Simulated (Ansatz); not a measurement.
F3GeH3Si can be A, `F[Si](F)(F)[GeH3]`, or B, `[F][Ge]([F])([F])[SiH3]`.

Program: Ansatz. Geometries: PBE0-D4/def2-TZVP. ΔE: electronic, gas phase. CBS: MP2 limit from def2 TZ/QZ plus the TZ coupled-cluster correction, frozen cores. Functionals use def2-TZVPP. B3LYP here is the variant with VWN-RPA as its local correlation; programs differ in this. For Ge outer-core shells are correlated without core-valence functions, which leaves a few kJ/mol of doubt a bond. Scalar relativity is left out up to krypton.

(1) Which is lower in electronic energy at CCSD(T)/CBS, and by how much? (Estimate.)

(2) Give E(B) − E(A) in kcal/mol with PBE0-D4, ωB97M-V, CCSD(T)/def2-TZVPP, CCSD(T)/def2-SVP, B2PLYP, B3LYP, BLYP-D4. (Estimate.)

(3) Does the order hold for the free energy at 298.15 K (harmonic terms from PBE0-D4)? (Estimate.)

Largest T1 diagnostic: 0.013.

Answers

(1) Ansatz gave: A, by 56.2 kcal/mol.

(2) Ansatz gave: PBE0-D4 52.8, ωB97M-V 54.1, CCSD(T)/def2-TZVPP 53.6, CCSD(T)/def2-SVP 42.4, B2PLYP 53.0, B3LYP 52.4, BLYP-D4 50.0. None reverses the order clearly.

(3) The calculation gave: Yes: G(B) − G(A) = +55.5 kcal/mol.

From r2SCAN to r2SCAN0 (25 % exact exchange), in def2-TZVPP and without D4, E(B) − E(A) moves by +2.0 kcal/mol. Leaving LDA and LC-ωPBE aside and taking each functional with its dispersion term where it has one, the values, not all of them listed here, spread over 6.9 kcal/mol, from revPBE-D4 to r2SCAN0-D4. LDA lies +6.3 kcal/mol from PBE without D4.
